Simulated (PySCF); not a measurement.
Isomers of C4H11PSi, one GFN2-xTB conformer each. Single-point energies are computed at PBE0/pcSseg-1 (PySCF, gas phase, no added dispersion term), electronic only.

| SMILES | GFN2-xTB relative energy (kcal/mol) |
| --- | --- |
| C1CPCC[SiH2]1 | 2.5 |
| [SiH3]PC1CCC1 | 4.3 |
| C=CCPC[SiH3] | 25.3 |
| C=CCP(C)[SiH3] | 17.8 |
| C=CP(C)C[SiH3] | 25.3 |
| P[SiH]1CCCC1 | 0.0 |

Conformers: `[CH2:1]1[CH2:2][PH:3][CH2:4][CH2:5][SiH2:6]1` with Si6–C1–C2–P3 61°, C1–C2–P3–C4 -60°, C2–P3–C4–C5 60°, P3–C4–C5–Si6 -61°; `[SiH3:1][PH:2][CH:3]1[CH2:4][CH2:5][CH2:6]1` with Si1–P2–C3–C4 61°, P2–C3–C4–C5 133°, C3–C4–C5–C6 -13°, C4–C5–C6–C3 13°, P2–C3–C6–C5 -136°; `[CH2:1]=[CH:2][CH2:3][PH:4][CH2:5][SiH3:6]` with C1–C2–C3–P4 113°, C2–C3–P4–C5 -168°, C3–P4–C5–Si6 167°; `[CH2:1]=[CH:2][CH2:3][P:4]([CH3:5])[SiH3:6]` with C1–C2–C3–P4 -111°, C2–C3–P4–C5 172°; `[CH2:1]=[CH:2][P:3]([CH3:4])[CH2:5][SiH3:6]` with C1–C2–P3–C4 -33°, C2–P3–C5–Si6 55°; `[PH2:1][SiH:2]1[CH2:3][CH2:4][CH2:5][CH2:6]1` with H–P1–Si2–C3 -29° and 64°, P1–Si2–C3–C4 104°, Si2–C3–C4–C5 37°, C3–C4–C5–C6 -52°, C4–C5–C6–Si2 39°.

**Question.** What does PBE0/pcSseg-1 give for the same structures?

**Answer.** 
```tsv
SMILES	PBE0/pcSseg-1 E (Eh)	PBE0/pcSseg-1 (kcal/mol)	GFN2-xTB (kcal/mol)	point group
P[SiH]1CCCC1	-789.41219	0.0	0.0	C1
C1CPCC[SiH2]1	-789.40115	6.9	2.5	Cs
C=CCP(C)[SiH3]	-789.36633	28.8	17.8	C1
C=CP(C)C[SiH3]	-789.36197	31.5	25.3	C1
[SiH3]PC1CCC1	-789.36157	31.8	4.3	C1
C=CCPC[SiH3]	-789.35753	34.3	25.3	C1
```

Both levels put the same isomer lowest; measured from each level's own lowest isomer, the values differ by up to 27.5 kcal/mol ([SiH3]PC1CCC1: 4.3 against 31.8). As drawn, the highest has a C=C bond outside aromatic rings, which the lowest lacks. Neighbours under 2.5 kcal/mol apart (C=CP(C)C[SiH3] and [SiH3]PC1CCC1) can change places with a better method, another conformer or zero-point energy.

**Question.** Which frontier levels, dipoles and rotational constants go with these structures?

**Answer.** 
| SMILES | HOMO (eV, PBE0/pcSseg-1) | LUMO (eV) | dipole (D) | A, B, C (MHz) |
| --- | --- | --- | --- | --- |
| P[SiH]1CCCC1 | -7.23 | 0.69 | 1.47 | 4270, 1380, 1235 |
| C1CPCC[SiH2]1 | -6.69 | 0.91 | 1.04 | 3243, 2045, 1388 |
| C=CCP(C)[SiH3] | -6.64 | 0.06 | 1.21 | 2878, 1648, 1192 |
| C=CP(C)C[SiH3] | -6.30 | -0.19 | 0.71 | 2909, 1539, 1346 |
| [SiH3]PC1CCC1 | -6.85 | 0.39 | 1.53 | 4854, 1269, 1082 |
| C=CCPC[SiH3] | -6.91 | 0.08 | 1.32 | 8221, 775.0, 771.6 |
